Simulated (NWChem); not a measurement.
Molecule: cyclopentanone (C5H8O); SMILES O=C1CCCC1

```xyz
14

O      0.0000     0.0000     2.1396
C      0.0000     0.0000     0.9284
C      0.1266     1.2382     0.0296
C     -0.2256     0.7403    -1.3823
C      0.2256    -0.7403    -1.3823
C     -0.1266    -1.2382     0.0296
H     -0.4903     2.0598     0.4056
H      1.1726     1.5739     0.0809
H      0.2483     1.3257    -2.1759
H     -1.3106     0.7960    -1.5378
H      1.3106    -0.7960    -1.5378
H     -0.2483    -1.3257    -2.1759
H     -1.1726    -1.5739     0.0809
H      0.4903    -2.0598     0.4056
```
Atoms are numbered in this order, from 1.

Computed with NWChem. Geometry: optimised at B3LYP/6-31G* (spherical d). Level M06-L/def2-SVP: energy and gradient on several grids; changes count from the extra-fine grid, which is no exact limit either.

| grid | size of the energy change (μHa) | largest change of a gradient component (μHa/bohr) | time, medium = 1 (rough) |
|---|---|---|---|
| xcoarse | 60000 | 9000 | about 1 |
| coarse | 700 | 1000 | about 1 |
| medium | 60 | 200 | about 1 |
| fine | 10 | 100 | about 1 |
| xfine | < 10 | < 30 | 2 |
